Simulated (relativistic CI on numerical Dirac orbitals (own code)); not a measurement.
One change at a time: Re LXIV

Base calculation: Dirac-Coulomb-Breit CI, separate exchange-only KLI orbitals for each configuration, a model potential for QED, unscaled Slater integrals.

Configurations in the expansion (outside the closed core [Ne]): 3s2, 3s.3p, 3p2, 3s.3d, 3d2, 3p.3d, 3p.4s, 3d.4s, 3s.4s, 3s.4p, 3s.4d, 3s.4f, 3s.5s, 3s.5p, 3s.5d, 4s2. Levels of other configurations are missing.

The lowest level and the first level of each name with at least 55 % of one term (blank where a level has no safe partner in the second run):

```csv
Level,Base (eV),Shift (eV)
3s2 1S_0,0.00,0.00
3s.3p 3P°_0,142.41,-4.47
3s.3p 3P°_1,158.62,-4.06
3p2 3P_0,340.80,-9.00
3s.3p 3P°_2,535.73,+0.26
3s.3p 1P°_1,574.20,+0.02
3p2 1D_2,717.15,-3.05
3p2 3P_1,719.45,-4.52
3s.3d 3D_1,753.79,+1.43
3s.3d 3D_2,767.51,+1.24
3s.3d 3D_3,842.41,+4.30
3s.3d 1D_2,860.39,+3.63
3p.3d 3F°_2,907.29,-2.62
3p2 3P_2,1120.31,+0.17
```

At this charge energies of transitions that change n are usually good to better than 1 %, and those within a shell (Δn = 0) to a few per cent.

Question: One thing was changed in a second run, which moved the levels as shown. Which?
A. configuration mixing switched off
B. Breit term removed
C. non-relativistic limit
D. valence Slater integrals scaled by 0.9
E. QED terms removed

Answer: B. Breit term removed. The Breit term mainly narrows fine-structure intervals, so removing it widens them.

LS names give the leading component of a level, which can be under half, so a name can repeat, a term be missing and a line seem to break the LS rules.
